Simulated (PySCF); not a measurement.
# Peak assignment

Mapped SMILES: `[CH3:1][C:2]([CH3:3])([CH3:4])[CH:5]([C:6]#[N:7])[C:8]#[N:9]`. Each H is labelled by its parent atom.

- coordinates at the PBE0-D3(BJ)/def2-SVP level
- shieldings: GIAO PBE0/pcSseg-1
- code: PySCF
- one averaged value for each set of equivalent atoms, one computed conformer, in vacuum, non-relativistic

References, each an isolated molecule treated in the same way: 13C (σ = 184.41 ppm), 1H (σ = 31.27 ppm) vs TMS.

Question: Assign these signals to the numbered atoms. 13C{1H} NMR (computed): δ 118.6, 37.6, 35.4, 28.2.

Answer: 
| δ (ppm) | atoms | environment | reason |
| --- | --- | --- | --- |
| 118.6 | C6/C8 | nitrile carbon | typical of a nitrile |
| 37.6 | C2 | quaternary sp3 carbon | saturated and bonded to C and H only |
| 35.4 | C5 | sp3 CH α to a nitrile | a saturated carbon with 3 carbon neighbours and no heteroatom attached |
| 28.2 | C1/C3/C4 | methyl carbon | aliphatic region, no heteroatom directly attached |

Question: Assign these signals to the numbered atoms. 1H NMR (600 MHz, computed): δ 2.81 (s, 1H), 1.22 (s, 9H).

Answer: 
| δ (ppm) | atoms | environment | reason |
| --- | --- | --- | --- |
| 2.81 | H(C5) | hydrogen on an sp3 CH α to a nitrile | – |
| 1.22 | H(C1)/H(C3)/H(C4) | hydrogen on a methyl carbon | far from electronegative atoms and π systems |

Shifts are as computed. Against solution values, carbons near 30 ppm lie about +2 ppm off and those near 130 ppm about +5 ppm. Of 1211 compounds with measured shifts, 218 miss one by over three times the rms of a fit or turn the order of signals round; such compounds aren't used in these exercises. No couplings were computed; multiplicities are counted from neighbouring protons, with m where these are inequivalent, close in shift, in a saturated or five-membered ring or joined by F or P, and br s for small geminal =CH2 splittings.
